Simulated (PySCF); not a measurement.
# TeC: energy against distance

Set-up: Te def2-SVPD with ECP28, C def2-SVPD; scalar-relativistic core potentials (PySCF 2.14). Energies in eV from Te + C in their ground configurations at the same level. State: ¹Σ⁺ (singlet), closed shell.

```
R (Å)  r²SCAN
1.631  -2.903
1.706  -3.875
1.782  -4.421
1.839  -4.624
1.896  -4.693
1.953  -4.658
2.029  -4.492
2.123  -4.154
2.237  -3.633
2.389  -2.855
```

Put a parabola through the three lowest points of the r²SCAN curve and estimate Re, k and ωe (reduced mass 10.99 u; 1 eV/Å² = 0.16022 mdyn/Å; ωe = 1302.8·√(k/μ) cm⁻¹).

Through R = 1.839, 1.896, 1.953 Å the second-order coefficient is 16.0 eV/Å², so Re ≈ 1.905 Å, k ≈ 5.13 mdyn/Å and ωe ≈ 890 cm⁻¹. A polynomial fit of higher order to the unrounded r²SCAN energies gives Re = 1.903 Å, k = 4.93 mdyn/Å, ωe = 873 cm⁻¹; anharmonicity and rounding make the difference.

The higher-order fit for each curve: r²SCAN: Re = 1.903 Å, ωe = 873 cm⁻¹, De = 4.69 eV.

Spin–orbit coupling is left out, which matters for elements this heavy, above all for dissociation energies.
